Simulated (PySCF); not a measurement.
Species: hydrogen diatomic, H₂.
Z-matrix (Å and degrees, PBE0-D3(BJ)/def2-TZVP geometry), rows numbered from 1:
```
H 
H   1  0.7465
```

Linear response at PBE0/aug-cc-pVTZ (PySCF, frozen core in the response, non-relativistic). Geometry: PBE0-D3(BJ)/def2-TZVP; no solvent, vibrations or thermal averaging.

Static isotropic polarisability: 5.54 au (0.82 Å³), principal values 4.9, 4.9, 6.8 au.

(1) What is the polarisability at 1064 nm and at the sodium D line?

(2) What is the isotropic C6 coefficient between two such molecules, C6 = (3/π)∫α(iω)² dω?

(3) Which effective excitation energy ω̄ makes London's formula C6 = (3/4)α²ω̄ exact here?

(4) What three-body coefficient follows from the one-pole estimate C9 = (3/4)·α·C6?

(5) What does −C6/R⁶ come to at R = 6 Å between centres?

(6) The lowest 10 singlets have (eV, f): 11.56, 0.183; 11.76, 0.000; 13.83, 0.369; 13.83, 0.369; 14.44, 0.271; 16.67, 0.000; 16.82, 0.000; 16.82, 0.000; 20.15, 0.000; 20.38, 0.112. What share of the static polarisability do they carry in the sum over states α = Σ f/ω²?

Answers

(1) 5.58 au at 1064 nm (+0.7 %), 5.67 au at 589.3 nm (+2.3 %). The lowest singlet lies at 107 nm, shorter than both wavelengths.

(2) 12.43 au (Eh·bohr⁶) by a ten-point quadrature over imaginary frequencies, which is 7.43 eV·Å⁶ or 0.717 J·nm⁶/mol.

(3) ω̄ = 4·C6/(3α²) = 0.540 Eh = 14.7 eV.

(4) 51.7 au. This is an estimate from the two numbers above, not a computed integral.

(5) -15 J/mol. This is the leading, orientation-averaged term; C8 and higher terms are left out.

(6) 5.03 au, 90.9 % of α; the largest term, 1.43 au, is that of the state at 13.83 eV. Their oscillator strengths add up to 1.30. Higher states carry the rest.

The run took 0.18 s of wall time on one thread of an Arm Neoverse V1, on a shared host, and the process peaked at 0.24 GiB of memory. This is the whole response run at PBE0/aug-cc-pVTZ, SCF included.
